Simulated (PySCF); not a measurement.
**Dipole moment and polarisability of `CCCC1CCCCC1`**

Species: C9H18.
Geometry (PBE0-D3(BJ)/def2-SVP, Å), atoms numbered from 1 in this order:
```
atom  x, y, z in Å
C1     3.818   -0.310    0.118
C2     2.370   -0.591   -0.248
C3     1.401    0.442    0.313
C4    -0.056    0.272   -0.113
C5    -0.903    1.468    0.327
C6    -2.364    1.333   -0.085
C7    -2.970    0.032    0.429
C8    -2.143   -1.170   -0.012
C9    -0.681   -1.028    0.399
H10    4.145    0.671   -0.266
H11    4.498   -1.071   -0.294
H12    3.959   -0.295    1.211
H13    2.094   -1.598    0.110
H14    2.264   -0.625   -1.347
H15    1.455    0.435    1.418
H16    1.740    1.448    0.006
H17   -0.082    0.238   -1.220
H18   -0.473    2.398   -0.081
H19   -0.840    1.558    1.428
H20   -2.944    2.199    0.274
H21   -2.431    1.352   -1.188
H22   -3.005    0.061    1.534
H23   -4.013   -0.070    0.089
H24   -2.565   -2.101    0.399
H25   -2.200   -1.264   -1.112
H26   -0.608   -1.040    1.504
H27   -0.105   -1.897    0.043
```

Level: wB97X-D/def2-SVPD (PySCF), static field, nuclei fixed, core orbitals frozen in the response. The polarisability tensor in these axes (au):

```
x   124.13  -1.69  -0.12
y    -1.69 102.19   0.74
z    -0.12   0.74  92.63
```

Problem. Diagonalise the tensor; give its mean and Δα, where Δα² is half the sum of the squared differences of the eigenvalues.

Solution. Principal values 92.57, 102.11 and 124.26 au; mean 106.32 au = 15.75 Å³ = 17.53 × 10⁻⁴⁰ C²·m²/J; Δα = 28.16 au (26 % of the mean).

Problem. What is the dipole moment?

Solution. 0.11 D at this geometry.

Problem. Rayleigh depolarisation ratio (linearly polarised light, static tensor)?

Solution. ρ = 3Δα²/(45ᾱ² + 4Δα²) = 2378.8/(508637 + 3171.8) = 0.00465.

Problem. Give the principal axes and the span of the nuclei along them.

Solution. Largest value along (1.00, -0.08, -0.01), where the nuclei span 8.57 Å; middle along (0.08, 0.99, 0.08), 4.60 Å; least along (0.00, -0.08, 1.00), 2.87 Å. The response follows the extents in order.

Problem. What molar refraction does this α imply?

Solution. Lorentz–Lorenz: R = (4π/3)N_A α = 2.5225 cm³/(mol·Å³) × 15.75 Å³ = 39.7 cm³/mol, in the limit of long wavelengths.

Problem. What would n − 1 = 2πNα be for an ideal gas of these molecules at 400 K and 1 atm, electronic part alone?

Solution. N = p/kT = 1.8347 × 10¹⁹ cm⁻³, so n − 1 = 2π × N × 15.75 × 10⁻²⁴ cm³ = 1816 × 10⁻⁶ at long wavelengths.

One conformer (not necessarily the lowest) at the PBE0-D3(BJ)/def2-SVP geometry, without solvent, vibrations or thermal averaging.
